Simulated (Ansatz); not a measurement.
C2H6BFSe (`CB[Se]CF`), relaxed with RKS PBE0-D4/def2-TZVP in Ansatz from a PBE-D4/def2-SVP geometry. The force threshold is 0.005 eV/Å; the program also tests the step.

Total charge 0; spin multiplicity 1.

Start:

```xyz
11

C     0.482   -1.307   -1.697
B     0.324   -0.492   -0.369
Se   -1.151    0.718   -0.113
C    -0.704    1.429    1.685
F     0.036    2.578    1.603
H     0.532   -2.394   -1.465
H    -0.302   -1.146   -2.463
H     1.470   -1.066   -2.151
H     1.115   -0.594    0.553
H    -1.668    1.635    2.198
H    -0.134    0.639    2.218
```

Task: How much energy does the relaxation release, and in how many steps? (Best estimate.)

Result: Ansatz gave: 4.61 kJ/mol, in 7 steps.

Task: Which bonds change most? (An estimate is asked.)

Result: Computed: Se3–C4 from 1.985 to 1.951 Å; B2–H9 from 1.219 to 1.197 Å; C4–H10 from 1.111 to 1.091 Å; C4–H11 from 1.110 to 1.090 Å.

Task: Give the relaxed structure. (An estimate is asked.)

Result: The calculation gave: 
```xyz
11

C     0.481   -1.299   -1.682
B     0.327   -0.491   -0.362
Se   -1.128    0.729   -0.115
C    -0.705    1.406    1.665
F     0.008    2.572    1.598
H     0.514   -2.371   -1.456
H    -0.292   -1.127   -2.432
H     1.455   -1.070   -2.132
H     1.096   -0.601    0.549
H    -1.645    1.601    2.183
H    -0.112    0.652    2.184
```
